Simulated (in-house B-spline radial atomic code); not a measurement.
# PBE excitations of Sb³⁺

Method: PBE. Computed with an all-electron radial atomic-structure program (B-spline basis): linear response of the closed shell [Kr] 4d10 5s2 with the functional's adiabatic kernel; scalar-relativistic (spin-free one-electron X2C), finite nucleus, no spin-orbit coupling, no double excitations, S, P, D and F terms only; shells from n = 3 respond. Only terms of natural parity with L up to 3 were computed.

Command:
```bash
python run_td.py task.json out
```
Settings (radii: box in bohr, nucleus in fm):
```
Z                        51
electrons                48
configuration            [Kr] 4d10 5s2
hamiltonian              x2c
method                   pbe,pbe
box_radius               23.08
rms_radius               4.6802
intervals                72
```

Time taken, with all properties: 1.1 s on 1 thread of Intel(R) Xeon(R) 6975P-C (Granite Rapids) (shared host).

The lowest states, in the order of their Tamm-Dancoff energies; the method's threshold (minus the highest occupied level) is 38.88 eV. Labels give the largest channel, * marks a mixed state, and oscillator strengths are full-response dipole values. Semilocal kernels can invert the small singlet-triplet splittings of Rydberg terms. Energies in eV:

```
     state  full response  Tamm-Dancoff  oscillator strength
5s → 5p 3P          8.827         8.920                    -
5s → 5p 1P         12.037        12.549                 1.59
5s → 5d 3D         21.650        21.672                    -
5s → 5d 1D         22.395        22.410                    -
5s → 6s 3S              ?             ?                    -
5s → 6s 1S              ?             ?                    -
5s → 6p 3P         26.147        26.154                    -
5s → 6p 1P         26.454        26.497               0.0266
5s → 4f 3F         27.419        27.449                    -
5s → 4f 1F         27.905        27.911                    -
5s → 6d 3D          30.51         30.52                    -
5s → 7s 3S          30.68         30.68                    -
5s → 6d 1D          30.69         30.69                    -
5s → 7s 1S          30.84         30.85                    -
```

(1) Where does 5s → 6s 3S lie?

(2) Where does 5s → 6s 1S lie?

(3) How large is the singlet-triplet splitting of 5s → 5p (P terms) in Tamm-Dancoff?

(4) What polarisabilities and dispersion coefficient does the method give?

Results:

(1) At 22.957 eV in full response, 22.961 eV in Tamm-Dancoff.

(2) At 23.599 eV in full response, 23.629 eV in Tamm-Dancoff.

(3) 3.63 eV, from the unrounded values.

(4) Dipole 10.3 bohr³, quadrupole 29.36 bohr⁵, C6 49.41 hartree·bohr⁶ for two such species.
